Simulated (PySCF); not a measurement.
Input file for PySCF: R-B3LYP/6-311+G** on C3H8O2 (SMILES COCOC).

```python
from pyscf import gto, scf, dft, mp
from pyscf.data.elements import chemcore

mol = gto.M(
    atom='''
    C    -2.10797604    0.02839612   -0.27490575
    O    -1.17499096   -0.85643576   -0.88015605
    C     0.10117630   -0.76712277   -0.36062113
    O     0.67160831    0.48206480   -0.69052366
    C     1.94767853    0.66298193   -0.11606243
    H    -3.08377072   -0.21284169   -0.69140402
    H    -2.13251079   -0.11778916    0.81195905
    H    -1.86419804    1.07034290   -0.49032156
    H     0.68247307   -1.58233974   -0.80736571
    H     0.09254650   -0.87848629    0.73934629
    H     2.66114522   -0.09189972   -0.47113179
    H     1.90732768    0.61465976    0.98003425
    H     2.29949097    1.64846962   -0.41482398
    ''',
    basis='6-311+g**',
    charge=0, spin=0, verbose=3, max_memory=1800)
mf = dft.RKS(mol, xc='b3lyp')
mf.conv_tol = 1e-8
mf.max_cycle = 100
mf.kernel()
if not mf.converged:
    mf = mf.newton().run(mf.mo_coeff, mf.mo_occ)
```

Output:

```
converged SCF energy = -269.635227203609
```

Self-consistency was reached.

Cost: about 9 core-seconds (a rough figure).
